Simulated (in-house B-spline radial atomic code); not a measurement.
Values are calculated unless marked as measured or tabulated.
## C6 from the polarisability at imaginary frequency: K II (K+)

CAM-B3LYP linear response of the closed shell [Ne] 3s2 3p6, from an all-electron radial atomic-structure program (B-spline basis); scalar-relativistic (spin-free one-electron X2C), finite nucleus, no spin-orbit coupling.

The dispersion coefficient of two like species is C6 = (3/π) ∫ α(iu)² du from 0 to ∞.

```json
{"u (hartree)": "0", "α(iu) (bohr³)": "5.666"}
{"u (hartree)": "0.0849", "α(iu) (bohr³)": "5.621"}
{"u (hartree)": "0.198", "α(iu) (bohr³)": "5.431"}
{"u (hartree)": "0.339", "α(iu) (bohr³)": "5.037"}
{"u (hartree)": "0.566", "α(iu) (bohr³)": "4.231"}
{"u (hartree)": "0.849", "α(iu) (bohr³)": "3.261"}
{"u (hartree)": "1.27", "α(iu) (bohr³)": "2.198"}
{"u (hartree)": "1.98", "α(iu) (bohr³)": "1.231"}
{"u (hartree)": "2.83", "α(iu) (bohr³)": "0.7149"}
{"u (hartree)": "4.24", "α(iu) (bohr³)": "0.3717"}
{"u (hartree)": "7.07", "α(iu) (bohr³)": "0.1608"}
{"u (hartree)": "14.1", "α(iu) (bohr³)": "0.05266"}
```

Question: Fit one oscillator, α(iu) = α(0)/(1 + u²/ω²), through u = 0.566 and estimate C6.

Answer: From α(0)/α(iu) − 1 = 5.666/4.231 − 1 = 0.3392, ω = u/√0.3392 = 0.9719 hartree (26.4 eV). London's formula gives C6 = (3/4) α(0)² ω = 0.75 × 5.666² × 0.9719 = 23.4 hartree·bohr⁶, and the oscillator holds f = α(0) ω² = 5.35 electrons, of a sum of oscillator strengths of 17.9.

Question: How does that compare with the full integral?

Answer: The program's quadrature over all excitations gives C6 = 24.27, so the single oscillator is off by -3.6 %. At the last point the fit gives α = 0.0268 against 0.0527: higher excitations, and deeper shells where there are any, keep the true curve higher at large u.
